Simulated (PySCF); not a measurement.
What happened in this job?

A core-ionisation job on C4H9B, SMILES `BCCC=C`. The calculation used delta-SCF UKS HF, pcX-2 on the ionised atom, pcseg-1 elsewhere, spin-free X2C in PySCF 2.14.0.

Driver input (Å, PBE0-D3(BJ)/def2-SVP geometry):

```
{"job": {"kind": "xps", "xc": "HF"}, "charge": 0, "multiplicity": 1}
B     -2.2776     0.6252     0.6453
C     -1.1079     0.0189    -0.1829
C      0.2576    -0.1370     0.4892
C      1.2980    -0.7265    -0.4101
C      2.4362    -0.1328    -0.7719
H     -3.3624     0.7695     0.1258
H     -2.1442     0.9629     1.8023
H     -1.0221     0.6274    -1.1069
H     -1.4723    -0.9525    -0.5779
H      0.6043     0.8402     0.8640
H      0.1416    -0.7805     1.3802
H      1.0753    -1.7265    -0.8076
H      3.1489    -0.6195    -1.4428
H      2.6995     0.8653    -0.4056
```

Output:

```
ground state, core basis on atom 0 (B), 146 functions
  cycle   1  E = -181.32240952  |g| = 3.75e-01
  cycle   2  E = -181.37770619  |g| = 1.11e-01
  cycle   3  E = -181.38213248  |g| = 4.67e-02
  cycle   4  E = -181.38279466  |g| = 7.96e-03
  cycle   5  E = -181.38281746  |g| = 2.14e-03
  cycle   6  E = -181.38281985  |g| = 6.18e-04
  cycle   7  E = -181.38282006  |g| = 1.46e-04
  E(ground) = -181.38282006 Eh
hole in B 1s of atom 0
  cycle   1  E = -173.77724916  |g| = 1.13e+00
  cycle   2  E = -172.86119524  |g| = 1.25e+00
  cycle   3  E = -174.00011544  |g| = 5.12e-01
  cycle   4  E = -174.13373815  |g| = 2.13e-01
  cycle   5  E = -174.16318055  |g| = 7.89e-02
  cycle   6  E = -174.16814179  |g| = 1.42e-02
  cycle   7  E = -174.16843374  |g| = 6.39e-03
  cycle   8  E = -174.16849183  |g| = 2.92e-03
  cycle   9  E = -174.16851009  |g| = 1.63e-03
  cycle  10  E = -174.16851562  |g| = 7.77e-04
  cycle  11  E = -174.16851673  |g| = 2.33e-04
  E(ion) = -174.16851673 Eh   <S^2> = 0.7753   hole on atom = 1.000   binding energy = 196.311 eV
ground state, core basis on atom 1 (C), 146 functions
  cycle   1  E = -181.39134493  |g| = 2.60e-02
  cycle   2  E = -181.39141894  |g| = 3.82e-03
  cycle   3  E = -181.39142289  |g| = 1.62e-03
  cycle   4  E = -181.39142365  |g| = 3.55e-04
  E(ground) = -181.39142365 Eh
hole in C 1s of atom 1
  cycle   1  E = -170.17727093  |g| = 1.50e+00
  cycle   2  E = -170.53102510  |g| = 7.74e-01
  cycle   3  E = -170.72969991  |g| = 1.06e-01
  cycle   4  E = -170.73457205  |g| = 2.13e-02
  cycle   5  E = -170.73513173  |g| = 1.32e-02
  cycle   6  E = -170.73547020  |g| = 6.99e-03
  cycle   7  E = -170.73558851  |g| = 2.66e-03
  cycle   8  E = -170.73560330  |g| = 1.39e-03
  cycle   9  E = -170.73560915  |g| = 1.11e-03
  cycle  10  E = -170.73561453  |g| = 1.02e-03
  cycle  11  E = -170.73562069  |g| = 9.79e-04
  cycle  12  E = -170.73563822  |g| = 8.87e-04
  cycle  13  E = -170.73567257  |g| = 6.53e-04
  cycle  14  E = -170.73569810  |g| = 3.20e-04
  cycle  15  E = -170.73569813  |g| = 1.49e-04
  E(ion) = -170.73569813 Eh   <S^2> = 0.8022   hole on atom = 1.000   binding energy = 289.957 eV
ground state, core basis on atom 2 (C), 146 functions
  cycle   1  E = -181.39235191  |g| = 2.59e-02
  cycle   2  E = -181.39242044  |g| = 4.59e-03
  cycle   3  E = -181.39242487  |g| = 1.99e-03
  cycle   4  E = -181.39242596  |g| = 3.81e-04
  E(ground) = -181.39242596 Eh
hole in C 1s of atom 2
  cycle   1  E = -170.15770311  |g| = 1.50e+00
  cycle   2  E = -170.49893348  |g| = 7.92e-01
  cycle   3  E = -170.70847874  |g| = 1.17e-01
  cycle   4  E = -170.71445510  |g| = 2.80e-02
  cycle   5  E = -170.71506839  |g| = 1.61e-02
  cycle   6  E = -170.71551149  |g| = 9.27e-03
  cycle   7  E = -170.71573477  |g| = 3.51e-03
  cycle   8  E = -170.71576852  |g| = 1.94e-03
  cycle   9  E = -170.71578191  |g| = 1.72e-03
  cycle  10  E = -170.71579522  |g| = 1.66e-03
  cycle  11  E = -170.71581766  |g| = 1.61e-03
  cycle  12  E = -170.71590678  |g| = 1.40e-03
  cycle  13  E = -170.71602643  |g| = 8.91e-04
  cycle  14  E = -170.71603475  |g| = 4.33e-04
  E(ion) = -170.71603475 Eh   <S^2> = 0.8260   hole on atom = 1.000   binding energy = 290.519 eV
ground state, core basis on atom 3 (C), 146 functions
  cycle   1  E = -181.39350802  |g| = 2.69e-02
  cycle   2  E = -181.39358767  |g| = 4.95e-03
  cycle   3  E = -181.39359417  |g| = 2.17e-03
  cycle   4  E = -181.39359544  |g| = 3.70e-04
  E(ground) = -181.39359544 Eh
hole in C 1s of atom 3
  cycle   1  E = -170.15639671  |g| = 1.50e+00
  cycle   2  E = -170.45217925  |g| = 8.96e-01
  cycle   3  E = -170.71772177  |g| = 1.36e-01
  cycle   4  E = -170.72683573  |g| = 3.82e-02
  cycle   5  E = -170.72823102  |g| = 2.34e-02
  cycle   6  E = -170.72987396  |g| = 1.82e-02
  cycle   7  E = -170.73150472  |g| = 1.54e-02
  cycle   8  E = -170.73314593  |g| = 1.20e-02
  cycle   9  E = -170.73462980  |g| = 4.30e-03
  cycle  10  E = -170.73467230  |g| = 1.90e-03
  cycle  11  E = -170.73469064  |g| = 8.88e-04
  cycle  12  E = -170.73469190  |g| = 2.39e-04
  E(ion) = -170.73469190 Eh   <S^2> = 1.0369   hole on atom = 1.000   binding energy = 290.044 eV
ground state, core basis on atom 4 (C), 146 functions
  cycle   1  E = -181.39193112  |g| = 2.45e-02
  cycle   2  E = -181.39197980  |g| = 5.83e-03
  cycle   3  E = -181.39198657  |g| = 3.15e-03
  cycle   4  E = -181.39198890  |g| = 3.09e-04
  E(ground) = -181.39198890 Eh
hole in C 1s of atom 4
  cycle   1  E = -170.16590940  |g| = 1.49e+00
  cycle   2  E = -170.49916939  |g| = 8.42e-01
  cycle   3  E = -170.73065517  |g| = 1.18e-01
  cycle   4  E = -170.73789593  |g| = 3.61e-02
  cycle   5  E = -170.73906272  |g| = 2.07e-02
  cycle   6  E = -170.74025225  |g| = 1.26e-02
  cycle   7  E = -170.74093116  |g| = 8.77e-03
  cycle   8  E = -170.74139504  |g| = 4.98e-03
  cycle   9  E = -170.74156566  |g| = 1.95e-03
  cycle  10  E = -170.74158571  |g| = 7.51e-04
  cycle  11  E = -170.74158728  |g| = 3.05e-04
  E(ion) = -170.74158728 Eh   <S^2> = 0.8709   hole on atom = 1.000   binding energy = 289.812 eV
```

The program numbers atoms from 0.

**Question.** Do all binding energies of this run deserve the same trust?

**Answer.** No. Every hole passed the driver's convergence checks (|g| < 5e-4, core orbital emptied to over 0.9), but ⟨S²⟩ is 1.037 for C1s on atom 3 and 0.871 for C1s on atom 4, against 0.75 for a pure doublet, so the unrestricted ion state holds higher spin components.

**Question.** What would you do next?

**Answer.** Recompute such holes with a restricted open-shell or spin-projected scheme and compare; until then these binding energies are doubtful.

On one thread of an Arm Neoverse V1 (shared host), this took 20 s wall and 0.56 GiB of memory at its peak.
